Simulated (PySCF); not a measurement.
SMILES C1=CC=C1 (C4H4), singlet at its B3LYP/def2-SVP optimised geometry (Å):

```
8

C     -0.7889    -0.6690     0.0000
C     -0.7879     0.6690     0.0000
C      0.7889     0.6690     0.0000
C      0.7879    -0.6690     0.0000
H     -1.5585    -1.4423    -0.0001
H     -1.5570     1.4428     0.0000
H      1.5585     1.4423     0.0001
H      1.5569    -1.4428     0.0000
```

Computed with B3LYP/def2-TZVP (PySCF).

Map of the electron localisation function on the plane z = 0.8 Å:

```
|0000000000000000000000000000000|
|0000000000000000000000000000000|
|0000000000000000000000000000000|
|0000000000000000000000000000000|
|0000000000000000000000000000000|
|0000000122100000000012210000000|
|0000002566420000000246652000000|
|0000015899741000001479985100000|
|0000037999863111113689997300000|
|0000037999974222224799997300000|
|0000026899875444445789986200000|
|0000013677776555556777763100000|
|0000001346777654567776431000000|
|0000000135788643468875310000000|
|0000000125899731379985210000000|
|0000000125899731379985210000000|
|0000000125899731379985210000000|
|0000000135788643468875310000000|
|0000001346777654567776431000000|
|0000013677776555556777763100000|
|0000026899875444445789986200000|
|0000037999974222224799997300000|
|0000037999863111113689997300000|
|0000015899741000001479985100000|
|0000002566420000000246652000000|
|0000000122100000000012210000000|
|0000000000000000000000000000000|
|0000000000000000000000000000000|
|0000000000000000000000000000000|
|0000000000000000000000000000000|
|0000000000000000000000000000000|
```
Scale: ten equal steps from 0.000 (start of '0') to 0.912 (end of '9'), in the order '0123456789'; x runs from -4.00 to 4.00, y from -4.00 (bottom) to 4.00 (top).
